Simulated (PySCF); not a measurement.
## State search for SiI⁺

Unrestricted PBE0; basis Si cc-pV(D+d)Z, I cc-pVDZ-PP with ECP28; scalar-relativistic core potentials; PySCF 2.14. Outer shells of the fragments: Si+ 3s2 3p1; I 4d10 5s2 5p5.

Followed along the bond (rough minima from three points):

| 2Ms+1 | unpaired | ⟨S²⟩ at the start | R at minimum (Å) | Te (eV) |
| --- | --- | --- | --- | --- |
| 1 | none | 0.00 | 2.33 | 0.00 |
| 3 | π ↑↑ | 2.01 | none in the scan | ≤ 2.70 |

Solutions found at the starting distance of 2.525 Å, counted from the lowest of them; the search is not exhaustive and high or unbound solutions are not listed, so other states can lie among these:

```tsv
2Ms+1	unpaired	term	E (eV)	⟨S²⟩	⟨Lz²⟩	μ (D)
1	none	¹Σ⁺	0.00	0.00	0.00	-6.31
3	π ↑↑	mixed	2.59	2.01	2.01	-2.87
3	σ ↑, π ↑	³Π	2.76	2.01	1.01	-5.50
3	π ↑↑	mixed	2.79	2.01	2.01	-3.00
1	π ↑↓	mixed	2.81	1.01	2.01	-3.04
1	σ ↓, π ↑	mixed	3.12	1.02	1.01	-5.13
```

A term symbol is given only where ⟨S²⟩ and ⟨Lz²⟩ are close to those of a pure state; real π, δ and φ orbitals otherwise mix terms. A positive dipole points towards I; it is taken about the centre of mass and depends on that origin.

Spin–orbit coupling is left out. Counting both spins, an empty level lies below a filled one in some of these solutions, because spin and occupation are held.
